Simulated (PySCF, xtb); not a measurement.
**H2InNO: where a starting geometry ends**

The starting geometry of this gas-phase singlet was built from a drawn formula by distance geometry; its bonds are those of `[NH]1[O][InH]1`.

```xyz
5

In    0.2406    0.2317   -2.0823
N     0.3779    0.2418    0.1632
O     0.2824   -0.9696   -0.4426
H     1.2605    0.5301    0.6161
H     0.1138    0.6734   -3.5457
```

Problem. Predict what it relaxes into with r2SCAN-D4/def2-SVP.

Solution. A bond breaks, giving a structure given below by its coordinates. Distances that change by over a tenth: In1–H5 (1.53 → 1.81 Å), N2–O3 (1.36 → 1.22 Å). Contacts that open: In1–O3 (2.03 → 3.22 Å).

The energy falls by 1.89 eV over 31 steps:

| step | E − E(last) (eV) |
| --- | --- |
| 1 | 1.892 |
| 4 | 0.877 |
| 8 | 0.811 |
| 11 | 0.653 |
| 14 | 0.293 |
| 18 | 0.208 |
| 21 | 0.017 |
| 24 | 0.001 |
| 28 | 0.000 |
| 31 | 0.000 |

Final geometry (Å):

```xyz
5

In    0.9794    0.3680   -2.2547
N     0.1693    0.5926   -0.0995
O    -0.3307   -0.2654    0.6122
H     0.6586    1.3386    0.4774
H    -0.4635    1.1702   -3.0048
```

From the same start GFN2-xTB ends elsewhere, differing in In1–O3 (2.48 against 3.22 Å here), In1–H5 (3.18 against 1.81 Å here), O3–H5 (0.96 against 3.89 Å here).

No frequencies were run, so the end isn't proven a minimum. Atoms past krypton carry core potentials, without spin–orbit terms. Run with PySCF 2.14.0, 2.4 min on 2 threads of Arm Neoverse V1, on a shared host.
